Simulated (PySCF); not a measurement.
Species: C5H11B.
Atom-mapped SMILES: `[BH2:1]/[CH:2]=[C:3](\[CH3:4])[CH2:5][CH3:6]` (hydrogens: H7, H8 on B1; H9 on C2; H10, H11, H12 on C4; H13, H14 on C5; H15, H16, H17 on C6)

The closed-shell SCF was solved with PySCF and density fitting under several settings on one GFN2-xTB geometry (grid level 2 and gas phase unless stated).

```json
{"settings": "PBE0/pcSseg-1", "basis functions": "157", "SCF cycles": "14", "E (Eh)": "-221.6547", "HOMO (eV)": "-7.55", "LUMO (eV)": "-1.74", "dipole (D)": "2.36"}
{"settings": "PBE0/def2-SVPD", "basis functions": "208", "SCF cycles": "14", "E (Eh)": "-221.5349", "HOMO (eV)": "-7.55", "LUMO (eV)": "-1.73", "dipole (D)": "2.35"}
{"settings": "PBE0/3-21G", "basis functions": "76", "SCF cycles": "12", "E (Eh)": "-220.4779", "HOMO (eV)": "-7.42", "LUMO (eV)": "-1.50", "dipole (D)": "2.46"}
```

**Question.** Estimate the row for these settings: HSE06/pcSseg-0, start guess atom, fitting basis def2-qzvpp-jkfit.

**Answer.** 
```tsv
settings	basis functions	SCF cycles	E (Eh)	HOMO (eV)	LUMO (eV)	dipole (D)
HSE06/pcSseg-0, start guess atom, fitting basis def2-qzvpp-jkfit	76	10	-221.2213	-7.26	-2.12	2.36
```

**Question.** Over all rows, what range does the HOMO–LUMO gap span?

**Answer.** From 5.14 eV (HSE06/pcSseg-0, start guess atom, fitting basis def2-qzvpp-jkfit) to 5.92 eV (PBE0/3-21G). The functional of the narrowest has 25 % exact exchange at short range alone, that of the widest 25 % exact exchange.

**Question.** And the dipole moment?

**Answer.** From 2.35 D (PBE0/def2-SVPD) to 2.46 D (PBE0/3-21G); the largest is 1.05 times the smallest, and the median is 2.36 D.

**Question.** Compare two rows with the functional PBE0: PBE0/pcSseg-1 and PBE0/def2-SVPD. Which energy is lower, and by how much?

**Answer.** PBE0/pcSseg-1 (157 functions) lies 0.1198 Eh or 75 kcal/mol below PBE0/def2-SVPD (208 functions). The smaller set gives the lower energy; the two sets aren't nested, so the variational bound doesn't order them by size.

Whole jobs, the steps after the SCF included, on an Arm Neoverse V2 with one thread, on a shared host:

```tsv
settings	work after the SCF	wall time	peak memory
PBE0/pcSseg-1	shieldings, charges and field gradients, density and orbital grids written	21 s	0.72 GiB
PBE0/def2-SVPD	6 singlets by full TDDFT, 2 Tamm–Dancoff triplets, polarisability, density and orbital grids written	32 s	0.85 GiB
PBE0/3-21G	spin–spin couplings from 17 perturbed nuclei, spin–dipole term for 1 of them	8.2 s	0.51 GiB
HSE06/pcSseg-0, start guess atom, fitting basis def2-qzvpp-jkfit	shieldings, charges and field gradients	10 s	0.53 GiB
```

Cycle counts include a coarse-grid stage where the run had one.

Conformer computed: `[BH2:1]/[CH:2]=[C:3](\[CH3:4])[CH2:5][CH3:6]`: C2–C3–C5–C6 91°.

One conformer stands for the species.
